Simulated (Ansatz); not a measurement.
Basis-set extrapolation for `[OH][AlH][SiH2]O` (PBE0-D4/def2-TZVP geometry, frozen core, the Gaussian-basis code of Ansatz). Multiplicity 1, RHF reference.

|  | def2-TZVPP | def2-QZVPP |
| --- | --- | --- |
| HF | -683.667727 | -683.691889 |
| MP2 correlation | -0.685153 | -0.740800 |
| CCSD(T) correlation | -0.743057 | not run |

Energies in hartree. Use E(X) = E(∞) + A·exp(−7.88·√X) for Hartree–Fock and E(X) = E(∞) + B·X^(−2.97) for correlation, with X = 3 and 4, and add CCSD(T) minus MP2 of the smaller set to the MP2 limit.

Question: What is the CCSD(T) energy at the basis-set limit?

Answer: HF limit: -683.691889 + (-0.024162) × 0.13774 = -683.69522. MP2 limit: -0.740800 + (-0.055647) × 0.74074 = -0.78202. Higher-order term: -0.743057 − (-0.685153) = -0.05790. Total: -684.53514 hartree, 326.5 kJ/mol below CCSD(T)/def2-TZVPP.
